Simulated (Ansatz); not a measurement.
Several settings on one geometry of K2Bi⁻ (the lowest singlet isomer of a short search) (that of the charge -1 singlet, PBE-D4/def2-TZVPD). Ansatz on 4 threads of Arm Neoverse V1 on a shared host; times are rough.

```tsv
atom	x (Å)	y (Å)	z (Å)
K1	0.738	2.164	-0.893
K2	-1.981	-1.411	0.334
Bi3	1.243	-0.754	0.559
```

Totals from different functionals, basis sets or treatments of relativity can't be compared as stabilities.

In the def2 sets Bi takes a core potential; there is no spin–orbit coupling. Correlated methods freeze 14 core orbitals; core or outer-core shells of K, Bi are correlated, in sets that lack core-valence functions. A multiply charged anion in the gas phase is held together partly by the finite basis.

At PBE0-D4/def2-TZVPD a triplet lies 0.19 eV below the restricted singlet of charge -1, at its own geometry.

The spins typed aren't always the lowest for that charge.

Q: Give the basis size and estimate the energy, ⟨S²⟩ and time of these runs.

```json
{"run": "1", "method": "RKS PBE0-DH/def2-SVPD", "charge": "-1", "state": "singlet", "further keys": "scf: {lower_state_search: off}; forces asked"}
{"run": "2", "method": "UKS PBE0-D3(BJ)/def2-TZVP", "charge": "-2", "state": "doublet", "further keys": "scf: {omitted_lower_state_checks: [starts]}"}
{"run": "3", "method": "RKS r2SCAN-D3(BJ)/def2-TZVP", "charge": "-1", "state": "singlet", "further keys": "scf: {omitted_lower_state_checks: [starts]}"}
```

A: 
```json
{"run": "1", "functions": "86", "energy (Eh)": "-1413.8245", "⟨S²⟩": "–", "wall time": "5.5 s"}
{"run": "2", "functions": "116", "energy (Eh)": "-1414.1173", "⟨S²⟩": "1.76", "wall time": "13 s"}
{"run": "3", "functions": "116", "energy (Eh)": "-1414.5511", "⟨S²⟩": "–", "wall time": "3.3 s"}
```

The highest occupied level of an anion often lies above zero with these methods, and sets without diffuse functions describe the outer electron poorly. At RKS PBE0-DH/def2-SVPD the restricted singlet is unstable: a solution with broken spin symmetry lies lower. At UKS PBE0-D3(BJ)/def2-TZVP the charge -2 doublet is spin-contaminated (final ⟨S²⟩ up to 1.76, 0.75 for a pure state). The restricted singlet is unstable towards broken spin symmetry at other levels; at RKS r2SCAN-D3(BJ)/def2-TZVP this wasn't settled.
